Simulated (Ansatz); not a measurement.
## Ligand exchange: C3H9AlO + C2H8O2Si2 → C3H9AlO2 + C2H8OSi2

Species: C3H9AlO `C[CH](C)[AlH][OH]`, singlet; C2H8O2Si2 `C=C[SiH](O)[SiH2]O`, singlet; C3H9AlO2 `C[CH](C)[Al]([OH])[OH]`, singlet; C2H8OSi2 `C=C[SiH2][SiH2]O`, singlet. The partners trade H for OH: Al–H and Si–OH bonds give way to Al–OH and Si–H.

Shapes, held fixed at every level: PBE0-D4/def2-TZVP. Flexible molecules stand in one conformer, not always the lowest. Programs: Ansatz 0.2.0. Electronic energies: no zero-point or thermal term.

(1) Estimate ΔE of this reaction.

Answers

(1) The highest level, CCSD(T)/CBS estimate, gives ΔE = -57.7 kJ/mol; the levels span -58.0 to -50.9. The column of differences is taken from that level and isn't an error. No measured value is set beside it here. The CBS estimate extrapolates MP2 from def2-TZVPP and def2-QZVPP and adds CCSD(T) − MP2 in the triple-zeta set, cores frozen.

```tsv
level	kind	ΔE (kJ/mol)	less CCSD(T)/CBS estimate
HF/def2-TZVPP	Hartree–Fock	-50.9	+6.8
PBE-D4/def2-TZVPP	GGA	-58.0	-0.3
B3LYP-D4/def2-TZVPP	global hybrid	-56.1	+1.6
PBE0-D4/def2-TZVPP	global hybrid	-56.1	+1.6
wB97M-V/def2-TZVPP	range-separated hybrid	-54.3	+3.4
wB97X-V/def2-TZVPP	range-separated hybrid	-53.5	+4.2
CCSD(T)/CBS estimate	coupled cluster or CI	-57.7	0.0
```
